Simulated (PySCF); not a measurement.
PySCF input for Si(H)(Cl)(NH2)2 (ClH₅N₂Si), SMILES N[SiH](N)Cl, B3LYP/pcSseg-1. The structure is a stationary point at PBE0-D3(BJ)/def2-SVP. The values are those of a single conformer.

```python
import numpy as np
from pyscf import gto, scf, dft
from pyscf.prop.nmr import rks as nmr

mol = gto.M(
    atom='''
    Si   -0.23090297   -0.08901058    0.50458367
    N    -1.40517609   -1.00462789   -0.34003944
    N     0.89803758   -1.18527877    1.17209278
    Cl    0.49597797    1.23069305   -0.94353864
    H    -0.65545408    0.78866849    1.62984342
    H    -1.93309737   -0.59451163   -1.10026807
    H    -1.90362120   -1.75679256    0.12050587
    H     1.32406193   -1.89438415    0.58534642
    H     1.51909650   -0.88926749    1.91618455
    ''',
    basis='pcSseg-1',
    charge=0,
    spin=0,
    max_memory=1600,
    verbose=3,
)
mf = dft.RKS(mol, xc='b3lyp')
mf.grids.level = 3
mf.conv_tol = 1e-10
mf.max_cycle = 100
mf.kernel()
n = nmr.NMR(mf)
n.verbose = 2
n.max_cycle_cphf = 60
sigma = n.kernel()
print('atom   isotropic/ppm   span/ppm')
for i, s in enumerate(sigma):
    w = np.linalg.eigvalsh((s + s.T) / 2)
    print(f'{mol.atom_symbol(i):2s}{i + 1:3d} {w.mean():14.3f} {w[2] - w[0]:11.3f}')
```

Program output:

```
converged SCF energy = -862.321997186534
atom   isotropic/ppm   span/ppm
Si  1        365.025      91.135
N   2        232.607      77.049
N   3        221.798      56.392
Cl  4        861.057     275.826
H   5         26.157       9.368
H   6         30.796      17.381
H   7         30.766      18.824
H   8         30.400      15.969
H   9         30.459      16.553
```

Self-consistency was reached.
